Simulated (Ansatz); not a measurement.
LiAl, closed-shell singlet (the spin of the measured ground state), most abundant isotopes (7.0160 and 26.9815 u). Constants from fifth-degree fits in 1/R to seven points on the lowest solution found; no spin–orbit coupling, no relativity up to Kr; ω_e x_e and α_e move by some per cent with the fit.

Correlated levels freeze the inner cores; with def2 sets outer-core shells near the valence are correlated too.

The values were computed with Ansatz (Gaussian orbitals). 

Total energies (hartree; each atom in its lowest state at that level) and vibrational constants (cm⁻¹):

| level | E(LiAl) at r_e | E(Li) | E(Al) | ω_e | ω_e x_e |
|---|---|---|---|---|---|
| PBE/def2-TZVPP | -249.724296 | -7.461919 | -242.227635 | 293 | 1.8 |
| B3LYP/def2-TZVPP | -249.913662 | -7.492798 | -242.387606 | 301 | 1.8 |
| wB97M-V/def2-TZVPP | -249.858182 | -7.472067 | -242.347410 | 326 | 1.5 |
| CCSD(T)/def2-QZVPP | -249.440165 | -7.467933 | -241.934219 | 314 | 2.2 |

**Question.** Work out D_e and D₀ in eV.

**Answer.** 
D_e = E(Li) + E(Al) − E(molecule), times 27.2114 eV; D₀ = D_e − (ω_e/2 − ω_e x_e/4)/8065.54.
- PBE/def2-TZVPP: D_e = 0.945, zero point 0.018, D₀ = 0.927 eV
- B3LYP/def2-TZVPP: D_e = 0.905, zero point 0.019, D₀ = 0.886 eV
- wB97M-V/def2-TZVPP: D_e = 1.053, zero point 0.020, D₀ = 1.033 eV
- CCSD(T)/def2-QZVPP: D_e = 1.034, zero point 0.019, D₀ = 1.015 eV
No counterpoise correction is made.

Doubts at one or more of the structures used: a restricted determinant that unrestricted orbitals would lower (CCSD(T)/def2-QZVPP).

Ansatz is an electronic-structure program.
